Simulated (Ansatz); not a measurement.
Cd9S8Cl2. The state is a triplet with charge 0. Geometry PBE-D4/def2-SVP, that of the neutral singlet; atoms count from 1.

```xyz
19

S     0.997    0.801   -4.553
S    -2.507   -0.465   -2.058
S     2.862   -1.625    2.519
S    -1.810   -1.821    2.270
S     1.112    0.048   -0.527
S    -1.503    3.340   -1.525
S     0.236    2.256    2.930
S    -3.390    2.298    1.699
Cd    2.266   -0.418   -3.008
Cd    2.610   -2.022    0.008
Cd   -1.136   -1.405   -0.241
Cd   -0.551    1.309   -2.713
Cd   -3.162    1.457   -0.634
Cd    0.528   -2.385    2.501
Cd    1.712    0.604    1.915
Cd   -1.841    0.646    2.672
Cd   -0.919    3.089    0.841
Cl    3.957   -2.057   -2.115
Cl    0.539   -3.651    0.019
```

In the def2 sets Cd takes a core potential; there is no spin–orbit coupling. Single mean-field runs in def2-TZVP are fitted with def2-universal-jkfit. At PBE0-D4/def2-TZVP a singlet of charge 0 lies 2.73 eV below the triplet at the same geometry.

**Question.** Estimate the Mulliken populations from the PBE0/def2-TZVP orbitals of Ansatz.

**Answer.** 
| atom | charge (e) | spin (α − β) | d electrons |
| --- | --- | --- | --- |
| S1 | -0.29 | 0.98 | – |
| S2 | -0.63 | 0.12 | – |
| S3 | -0.60 | 0.03 | – |
| S4 | -0.64 | 0.02 | – |
| S5 | -0.88 | -0.03 | – |
| S6 | -0.65 | 0.05 | – |
| S7 | -0.63 | 0.04 | – |
| S8 | -0.64 | 0.01 | – |
| Cd9 | 0.47 | 0.42 | 10.00 |
| Cd10 | 0.82 | 0.01 | 10.04 |
| Cd11 | 0.63 | 0.09 | 10.03 |
| Cd12 | 0.73 | -0.02 | 10.01 |
| Cd13 | 0.65 | 0.01 | 10.02 |
| Cd14 | 0.67 | 0.05 | 10.01 |
| Cd15 | 0.60 | 0.13 | 10.01 |
| Cd16 | 0.64 | 0.03 | 10.02 |
| Cd17 | 0.62 | 0.03 | 10.01 |
| Cl18 | -0.40 | 0.04 | – |
| Cl19 | -0.47 | 0.00 | – |
Mulliken values and Mayer orders depend strongly on the basis.

**Question.** Where does the spin sit?

**Answer.** Summed by element: S 1.21, Cd 0.75, Cl 0.04, of 2 unpaired in all. Largest on single atoms: S1 0.98, Cd9 0.42, Cd15 0.13.

**Question.** And the Mayer bond orders between bonded heavy atoms (over 0.3)?

**Answer.** S1–Cd9 0.64 (2.34 Å); S1–Cd12 0.62 (2.46 Å); S2–Cd11 0.69 (2.46 Å); S2–Cd12 0.49 (2.72 Å); S2–Cd13 0.69 (2.48 Å); S3–Cd10 0.61 (2.56 Å); S3–Cd14 0.76 (2.45 Å); S3–Cd15 0.59 (2.58 Å); S4–Cd11 0.50 (2.63 Å); S4–Cd14 0.77 (2.42 Å); S4–Cd16 0.65 (2.50 Å); S5–Cd9 0.30 (2.78 Å); S5–Cd10 0.39 (2.61 Å); S5–Cd11 0.38 (2.69 Å); S5–Cd15 0.41 (2.57 Å); S6–Cd12 0.65 (2.54 Å); S6–Cd13 0.46 (2.66 Å); S6–Cd17 0.75 (2.45 Å); S7–Cd15 0.73 (2.44 Å); S7–Cd16 0.51 (2.64 Å); S7–Cd17 0.68 (2.53 Å); S8–Cd13 0.75 (2.49 Å); S8–Cd16 0.72 (2.46 Å); S8–Cd17 0.44 (2.73 Å); Cd9–Cl18 0.44 (2.52 Å); Cd10–Cl18 0.49 (2.51 Å); Cd10–Cl19 0.35 (2.63 Å).
